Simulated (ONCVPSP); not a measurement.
# potassium: excitation energies, all-electron against ONCV

potassium (K), optimised norm-conserving Vanderbilt (ONCV), made with ONCVPSP 4.0.1 (Wu-Cohen, scalar-relativistic). Core [Ar], reference 3d1. Waves: s scattering state at 0.09 Ha: rc 3.00 bohr, ncon 4, nbas 8, qcut 2.3 1/bohr, 2 projectors, debl 2 Ha; p scattering state at 0.41 Ha: rc 4.40 bohr, ncon 4, nbas 8, qcut 2 1/bohr, 1 projector; 3d: rc 4.00 bohr, ncon 4, nbas 9, qcut 2.4 1/bohr, 2 projectors, debl 2.7 Ha. Local part: polynomial inside 2.80 bohr (lpopt 5, dvloc0 2 Ha). Core correction: Teter function fitted to the true core (icmod 2), fcfact 0.5.

In the s channel the program set the typed energies aside and used 0.050, 2.050 Ha. In the p channel the program set the typed energies aside and used 0.050 Ha.

Energies are relative to the spin-unpolarised reference configuration 3d1; without spin polarisation the order of configurations can differ from experiment.

Give the all-electron excitation energy and the error of the potential for: 3d0 4s1; 3d0 4s0.5; 3d0 4p1; 3d0.5 4s0.5.

```json
{"valence configuration": "3d0 4s1", "charge": "0", "ΔE all-electron (eV)": "-2.366", "error AE − PS (meV)": "+89"}
{"valence configuration": "3d0 4s0.5", "charge": "+0.5", "ΔE all-electron (eV)": "-0.776", "error AE − PS (meV)": "+27"}
{"valence configuration": "3d0 4p1", "charge": "0", "ΔE all-electron (eV)": "-0.888", "error AE − PS (meV)": "+23"}
{"valence configuration": "3d0.5 4s0.5", "charge": "0", "ΔE all-electron (eV)": "-1.173", "error AE − PS (meV)": "+26"}
```

Note: no bound ghost flagged but for a GHOST(-) flag that falls on a real empty level of the atom; GHOST(+) flagged for s at 79.4 eV.
